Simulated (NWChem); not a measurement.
# InGeH5; SMILES [InH2][GeH3]

Results from NWChem. Medium grid unless said otherwise, to which SCAN and Minnesota functionals are sensitive. The geometry was optimised at PBE0/def2-SVP. def2 effective core potentials on In; no spin-orbit coupling. B3LYP is NWChem's, with the RPA form of VWN correlation.

Task: Order these by “dipole (D)”, lowest first: B3LYP/def2-SVP; LRC-wPBEh/def2-SVP; BLYP/def2-SVP.

Result: BLYP/def2-SVP (0.24), B3LYP/def2-SVP (0.30), LRC-wPBEh/def2-SVP (0.36)
